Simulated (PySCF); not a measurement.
Partial charges of `C=Cc1cpcn1CC`

Species: C7H10NP.
Atom-mapped SMILES: `[CH2:1]=[CH:2][c:3]1[cH:4][p:5][cH:6][n:7]1[CH2:8][CH3:9]` (hydrogens: H10, H11 on C1; H12 on C2; H13 on C4; H14 on C6; H15, H16 on C8; H17, H18, H19 on C9)

Cartesian coordinates in Å at the GFN2-xTB level; atoms count from 1:
```
atom  x, y, z in Å
C1    -2.4664   -1.2953    0.5730
C2    -1.3941   -0.8608   -0.0818
C3    -0.8378    0.4683    0.0377
C4    -1.4708    1.5728    0.5655
P5    -0.4834    3.0139    0.5225
C6     0.7510    2.0669   -0.2045
N7     0.4194    0.7735   -0.4081
C8     1.3724   -0.1790   -0.9241
C9     2.0199   -0.9861    0.1997
H10   -2.9976   -0.6757    1.2740
H11   -2.8445   -2.2926    0.4312
H12   -0.8909   -1.5357   -0.7620
H13   -2.4756    1.5540    0.9449
H14    1.7276    2.4049   -0.5051
H15    2.1409    0.3770   -1.4671
H16    0.8782   -0.8489   -1.6336
H17    2.7565   -1.6713   -0.2110
H18    2.5153   -0.3181    0.9008
H19    1.2701   -1.5584    0.7408
```

Density: PBE0/pcSseg-1 (PySCF); schemes: Mulliken, IAO, Hirshfeld and ESP-fitted. One conformer (not necessarily the lowest) at the GFN2-xTB geometry, without solvent, vibrations or thermal averaging.

At which atom do the 4 schemes differ most?

At N7: from -0.624 (Mulliken) to +0.009 e (Hirshfeld), 0.633 e apart.

Do the Mulliken, IAO, Hirshfeld and ESP-fitted schemes agree on where the charge is lowest?

The schemes don't all agree: Mulliken N7 (-0.624); IAO C9 (-0.425); Hirshfeld C4 (-0.147); ESP-fitted C1 (-0.395).

For which atoms does the sign change between the 4 schemes (beyond +0.03 e in one, beyond −0.03 e in another)?

P5 and C8.

Give the atomic charges in each scheme.

In e:

```tsv
atom	environment	Mulliken	IAO	Hirshfeld	ESP-fitted
C1	terminal =CH2 carbon	-0.107	-0.312	-0.098	-0.395
C2	alkene CH carbon	-0.196	-0.154	-0.051	-0.251
C3	substituted aromatic carbon	+0.300	+0.051	+0.024	+0.152
C4	aromatic CH carbon	-0.451	-0.423	-0.147	-0.187
P5	phosphorus bonded to 2 C	+0.342	+0.269	+0.003	-0.158
C6	aromatic CH next to a ring nitrogen	-0.156	-0.335	-0.086	-0.203
N7	pyrrole-type nitrogen	-0.624	-0.040	+0.009	-0.132
C8	sp3 carbon bound to nitrogen	-0.051	-0.147	-0.003	+0.223
C9	methyl carbon	-0.269	-0.425	-0.118	-0.292
H10	vinylic hydrogen	+0.121	+0.150	+0.048	+0.177
H11	vinylic hydrogen	+0.116	+0.156	+0.048	+0.180
H12	vinylic hydrogen	+0.109	+0.141	+0.044	+0.200
H13	aromatic hydrogen	+0.108	+0.160	+0.042	+0.177
H14	aromatic hydrogen	+0.112	+0.160	+0.046	+0.201
H15	methylene hydrogen	+0.131	+0.154	+0.055	+0.025
H16	methylene hydrogen	+0.137	+0.146	+0.050	+0.012
H17	methyl hydrogen	+0.121	+0.147	+0.049	+0.072
H18	methyl hydrogen	+0.126	+0.151	+0.045	+0.099
H19	methyl hydrogen	+0.133	+0.151	+0.041	+0.100
```

Mean size of the charges over all atoms: Mulliken 0.195 e, IAO 0.193 e, ESP-fitted 0.170 e, Hirshfeld 0.053 e. Each set sums to the total charge, 0, to within 0.001 e. The Hirshfeld scheme divides the density at each point in proportion to the densities of the neutral, spherically averaged free atoms. The IAO scheme counts the electrons in orthogonalised intrinsic atomic orbitals, a minimal basis polarised so that it spans the occupied orbitals exactly.

How many electrons does the Hirshfeld scheme count on C2?

Z − q = 6 − (-0.051) = 6.051.

How closely do the schemes follow one another over all atoms?

Correlation coefficient and root-mean-square difference: IAO with Hirshfeld 0.94, 0.161 e; Hirshfeld with ESP-fitted 0.81, 0.145 e; Mulliken with IAO 0.74, 0.167 e; IAO with ESP-fitted 0.70, 0.162 e; Mulliken with Hirshfeld 0.66, 0.204 e; Mulliken with ESP-fitted 0.56, 0.206 e.
